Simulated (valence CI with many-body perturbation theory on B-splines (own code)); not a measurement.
# Nd³⁷⁺ in three bases

Calculated by configuration interaction combined with many-body perturbation theory (CI+MBPT): five valence electrons over a frozen Dirac-Fock core [Ar], a basis of 7 s, 7 p, 8 d, 6 f, 4 g, 1 h functions for each j, with the one-electron correlation potential Σ1, the two-electron term Σ2, the three-electron term Σ3, Breit, model QED; selected CI, second order for the rest, scaled by the run's own slope (own B-spline code, finite nucleus).

No measured spectrum was set against this ion. As an estimate, large intervals hold to a few tenths of a per cent, small ones and those within an open d or f shell to about a per cent. Among the levels kept, up to 670 cm⁻¹ of a level comes from second order outside the variational space, and about a tenth of that is noise between levels of different J, which matters for small intervals. Only levels of the ground parity were solved; by the run's estimate the other parity begins above the list, which can be wrong where configurations are misplaced.

The reference run has the lowest level (3d3/2^4 3d5/2) J=5/2 and an ionisation energy of 2626.73 eV. Its largest variational space holds 20433 state functions.

Levels are named by their leading jj configuration (3d3/2^4 stands for four electrons in 3d with j = 3/2), which in mixed levels can hold well under half, so a name can repeat and another be missing. Letters in brackets count levels of one name in rising energy.

Changed runs:
A. basis 6 s, 6 p, 5 d, 5 f, 1 g
B. basis 5 s, 5 p, 4 d, 4 f

Excitation energies of the reference run in cm⁻¹, and shifts in cm⁻¹:

| Level | Reference | A | B |
| --- | --- | --- | --- |
| (3d3/2^3 3d5/2^2) J=5/2 [a] | 141525 | -94 | -46 |
| (3d3/2^3 3d5/2^2) J=7/2 [a] | 216455 | +84 | +640 |
| (3d3/2^3 3d5/2^2) J=3/2 [a] | 223660 | +60 | +540 |
| (3d3/2^3 3d5/2^2) J=11/2 | 226739 | +112 | +635 |
| (3d3/2^3 3d5/2^2) J=9/2 | 252365 | +97 | +840 |
| (3d3/2^3 3d5/2^2) J=5/2 [b] | 265013 | +70 | +840 |
| (3d3/2^3 3d5/2^2) J=1/2 | 275614 | +77 | +735 |
| (3d3/2^3 3d5/2^2) J=7/2 [b] | 303000 | +226 | +1304 |
| (3d3/2^2 3d5/2^3) J=5/2 [a] | 355164 | +22 | +413 |
| (3d3/2^3 3d5/2^2) J=3/2 [b] | 372053 | +267 | +1260 |
| (3d3/2^2 3d5/2^3) J=7/2 [a] | 394941 | -11 | +610 |
| (3d3/2^2 3d5/2^3) J=11/2 | 401479 | +37 | +570 |
| Ionisation energy (eV) | 2626.73 | -0.10 | -0.17 |
